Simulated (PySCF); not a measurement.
Computed IR spectrum (relative IR intensity) of a molecule C2H11NSi3. Coordinates come from a PBE-D3(BJ)/def2-SVP optimisation. One conformer was computed; it need not be the lowest. Calculation: PBE-D3(BJ)/def2-SVP (PySCF). Frequencies are harmonic and unscaled.

Lines under 2 % of the strongest are left out, and lines within 2 cm⁻¹ are merged.

```tsv
ν (cm⁻¹)	relative intensity
448	15
482	23
566	15
584	2.8
626	2.5
664	3.4
668	17
685	3.4
697	12
790	81
822	21
846	100
881	11
936	6.2
948	45
959	14
1020	8.3
1078	44
1427	2.9
2104	76
2118	44
2121	63
2150	25
2167	35
2962	17
3046	8.6
3049	7.3
3502	7.4
```

Task: Which structure fits?
A) N[Si@@H]1C[C@H]([SiH3])[SiH2]1
B) N[Si@H]1C[Si@@H]([SiH3])C1
C) CC[Si@H]1N[SiH2][SiH2]1
D) C[Si@@H]1C[SiH2][SiH2]N1

Result: C, CC[Si@H]1N[SiH2][SiH2]1
